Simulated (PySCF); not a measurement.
Isomers of C4H8GeO. Method used: TDDFT CAM-B3LYP/def2-SVPD, vertical, gas phase, core orbitals frozen in the response in PySCF 2.14.0, density-fitted response routines. Geometries: PBE0-D3(BJ)/def2-SVP; one conformer of each isolated species. Triplets are in the Tamm–Dancoff approximation. Relativistic effects are left out although some hold elements past zinc.

A. `C=C1C[C@H]1[O][GeH3]`
B. `[GeH3][O][C@@H]1CC=C1`
C. `C(C)#[C][GeH2][O]C`
D. `[GeH3][O][C@H]1[C@@H]2C[C@@H]21`

Lowest singlet levels (six at most, fewer where fewer were computed) with oscillator strengths:

1. 213 nm (f 0.001); 201 nm (f 0.005); 196 nm (f 0.001); 188 nm (f 0.002); 173 nm (f 0.001); 170 nm (f 0.010); T1 4.95 eV
2. 192 nm (f 0.003); 182 nm (f 0.017); 178 nm (f 0.009); 176 nm (f 0.034); 165 nm (f 0.059); 164 nm (f 0.014); T1 6.11 eV
3. 195 nm (f 0.012); 179 nm (f 0.137); 177 nm (f 0.015); 172 nm (f 0.002); 171 nm (f 0.005); 168 nm (f 0.040); T1 4.23 eV
4. 210 nm (f 0.002); 201 nm (f 0.019); 179 nm (f 0.012); 176 nm (f 0.256); 173 nm (f 0.035); 170 nm (f 0.038); T1 4.22 eV

Problem. Which spectrum belongs to which structure?

Solution. 1 = C, 2 = D, 3 = B, 4 = A.
- A: S1 at 5.91 eV, HOMO-1→LUMO (73%), HOMO-1→LUMO+2 (8%); Löwdin shares by element: HOMO carbon 54% or more, oxygen 21% (atoms not listed hold the other 26%); LUMO carbon 34% or more, germanium 15%, oxygen 8% (atoms not listed hold the other 43%); HOMO -8.86 and LUMO 0.60 eV.
- B: S1 at 6.35 eV, HOMO-1→LUMO (48%), HOMO→LUMO (41%); Löwdin shares by element: HOMO carbon 68% or more, oxygen 10% (atoms not listed hold the other 22%); LUMO germanium 30%, carbon 11% or more, oxygen 10%, hydrogen 9% or more (atoms not listed hold the other 40%); HOMO -8.65 and LUMO 0.80 eV.
- C: S1 at 5.81 eV, HOMO→LUMO (71%); Löwdin shares by element: HOMO carbon 64% or more, germanium 8%, oxygen 7% (atoms not listed hold the other 21%); LUMO carbon 31% or more, germanium 29%, oxygen 10% (atoms not listed hold the other 30%); HOMO -9.06 and LUMO 0.77 eV.
- D: S1 at 6.45 eV, HOMO-1→LUMO (47%), HOMO-1→LUMO+1 (42%); Löwdin shares by element: HOMO carbon 78% (atoms not listed hold the other 21%); LUMO germanium 46%, hydrogen 36% or more (atoms not listed hold the other 18%); HOMO -8.53 and LUMO 0.80 eV.
A and C have S1 within 0.11 eV of each other; their strongest listed levels stand at 7.03 eV (f 0.256) and 7.31 eV (f 0.010).
B and D have S1 within 0.10 eV of each other; their strongest listed levels stand at 6.91 eV (f 0.137) and 7.51 eV (f 0.059).

Without π bonds the low states are Rydberg-like; a valence basis with one diffuse set may place them up to an eV too high.
